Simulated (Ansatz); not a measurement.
`[SiH3][SiH2]BCl` + H₂O → `O[SiH2][SiH3]` + `BCl` at 600 K and 1 bar (formal hydrolysis of the Si–B bond).

Isolated molecules relaxed with PBE0-D4/def2-TZVP in Ansatz; ΔE leaves out vibrations. CCSD(T)/CBS is the MP2 limit (def2-TZVPP, def2-QZVPP) plus CCSD(T) − MP2 in def2-TZVPP, frozen cores. This one scheme is used for every species. Each species was taken in one conformer, which may not be the lowest.

```json
{"species": "`[SiH3][SiH2]BCl`", "CCSD(T)/CBS energy (Eh)": "-1066.34562", "H − E (kJ/mol)": "210.4", "S (J/(mol·K))": "465.4"}
{"species": "H₂O", "CCSD(T)/CBS energy (Eh)": "-76.37941", "H − E (kJ/mol)": "76.8", "S (J/(mol·K))": "212.8"}
{"species": "`O[SiH2][SiH3]`", "CCSD(T)/CBS energy (Eh)": "-656.96789", "H − E (kJ/mol)": "201.2", "S (J/(mol·K))": "404.3"}
{"species": "`BCl`", "CCSD(T)/CBS energy (Eh)": "-485.78909", "H − E (kJ/mol)": "80.5", "S (J/(mol·K))": "267.8"}
```

H − E and S are ideal-gas, rigid-rotor, harmonic terms from PBE0-D4/def2-TZVP, for one conformer and one mirror image of each species. 1 Eh = 2625.50 kJ/mol, R = 8.31446 J/(mol·K).

Q: By hand: ΔE, ΔH, ΔS and ΔG.

A: ΔE = (-656.96789) + (-485.78909) − (-1066.34562) − (-76.37941) = -0.03195 Eh = -83.9 kJ/mol. Δ(H − E) = 201.2 + 80.5 − 210.4 − 76.8 = -5.5, so ΔH = -89.4 kJ/mol. ΔS = 404.3 + 267.8 − 465.4 − 212.8 = -6.1 J/(mol·K). ΔG = -89.4 − 600 × (-6.1)/1000 = -85.7 kJ/mol.

Q: By hand: the equilibrium constant, and the temperature at which ΔG would vanish if ΔH and ΔS stayed fixed.

A: log₁₀ K = −ΔG/(RT ln 10) = 7.5. ΔG = 0 at ΔH/ΔS = 14656 K, far beyond where these terms or the molecules hold.

The number of gas molecules stays the same, so ΔS is small and ΔH decides. A doubt of 5 kJ/mol in ΔE shifts log₁₀ K by 0.4 here. Other conformers and mirror images would add mixing entropy, several J/(mol·K) or more a flexible species. Modes under 60 cm⁻¹, often nearly free rotors, make the harmonic entropy too high. These are equilibria of isolated gas molecules and say nothing of rates. Largest T1 diagnostic: 0.014 (customary marks: 0.02 for closed shells, 0.045 for open ones).
